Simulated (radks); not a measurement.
Problem. Radial electron density D(r) = 4 pi r^2 rho(r) of an atom or ion with 57 electrons. All-electron calculation, Dirac Kohn-Sham, PBE, spin-unpolarised, spherical densities, finite nucleus; Fermi nuclear charge, rms radius of each element as measured or else 0.836 A^(1/3) + 0.57 fm. Program: a radial shooting solver on a logarithmic mesh with Libxc functionals.

r (bohr)  D(r) (e/bohr)
0.002324          13.23
0.003125          20.39
0.004201          30.38
0.005649          43.28
0.007595          58.09
0.01021           72.12
0.01373           81.18
0.01846           81.80
0.02481           75.77
0.03336           73.01
0.04485           84.02
0.06031           102.4
0.08108           104.2
0.109             85.73
0.1466            81.82
0.197             93.64
0.2649            71.97
0.3562            37.79
0.4827            39.26
0.649             35.19
0.8726            17.27
1.173             11.22
1.577             7.183
2.121             2.960
2.851             1.316
3.833            0.3524
5.153           0.02845
6.929         0.0004406

What is the nuclear charge?

Solution. Z = 61. The innermost maximum, from 1s, lies near gamma/Z bohr with gamma = sqrt(1 - (Z/c)^2) = 0.895, here 0.0147 bohr (found: 0.0162), and its height grows with Z. The density is that of the promethium ion Pm4+ in [Xe] 5d1 6s2; the configuration itself is not fixed sharply by these data, and Z only to a few units. D(r) has 4 maxima, at r = 0.0162, 0.0713, 0.199, 0.540 bohr, and minima at 0.0313, 0.131, 0.398 bohr, inside which lie 2.02, 11.16, 28.97 electrons.
